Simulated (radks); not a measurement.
Values are calculated unless marked as measured or tabulated.
Species: Xe40+. Configuration: [Ne] 3s2 3p2. Code: a radial shooting solver on a logarithmic mesh with Libxc functionals. Model: scalar-relativistic Kohn-Sham, LDA (Slater exchange, VWN5 correlation), spin-polarised, spherical densities, finite nucleus; open shells are filled with parallel spins first (spin-orbit coupling, left out, can overturn this in heavy ions); Fermi nuclear charge, rms radius 4.7859 fm.

Normalised radial functions P(r) = r R(r), r in bohr:

```
   r/bohr * 2s up, o 2p up (the largest magnitude, 3.13, reaches the edge; | marks zero, & curves that meet)
 0.001287                             o   *
 0.001429                             o   *
 0.001598                             o   *
 0.001787                             o    *
 0.001983                             o    *
 0.002218                             o     *
 0.002461                             o     *
 0.002753                             o      *
 0.003079                             o      *
 0.003417                             o       *
 0.003821                             |o      *
  0.00424                             |o       *
 0.004743                             |o        *
 0.005305                             |o        *
 0.005886                             |o         *
 0.006584                             |o          *
 0.007306                             | o         *
 0.008171                             | o          *
  0.00914                             |  o         *
  0.01014                             |  o          *
  0.01134                             |   o         *
  0.01259                             |   o         *
  0.01408                             |    o        *
  0.01575                             |     o      *
  0.01747                             |      o     *
  0.01954                             |       o   *
  0.02169                             |         o*
  0.02426                             |        * o
  0.02713                             |      *     o
   0.0301                             |   *         o
  0.03367                             |*              o
  0.03766                           * |                 o
  0.04179                       *     |                   o
  0.04674                   *         |                     o
  0.05186               *             |                       o
  0.05801            *                |                        o
  0.06489        *                    |                         o
    0.072     *                       |                          o
  0.08053   *                         |                          o
  0.08936  *                          |                         o
  0.09995  *                          |                        o
   0.1118   *                         |                      o
    0.124     *                       |                    o
   0.1387       *                     |                 o
    0.154          *                  |              o
   0.1722              *              |           o
   0.1926                  *          |        o
   0.2137                     *       |      o
    0.239                       *     |    o
   0.2652                         *   |  o
   0.2967                           * | o
   0.3318                            *|o
   0.3682                            *|o
   0.4118                             &
    0.457                             &
   0.5111                             &
   0.5717                             &
   0.6344                             &
   0.7096                             &
   0.7873                             &
   0.8806                             &
```

2s up: eigenvalue -7716.7 eV, 1 radial node at r = 0.0349 bohr, <r> = 0.113 bohr, 90 % of the charge inside 0.174 bohr. 2p up: eigenvalue -7196.3 eV, 0 radial nodes, <r> = 0.0987 bohr, 90 % of the charge inside 0.160 bohr.
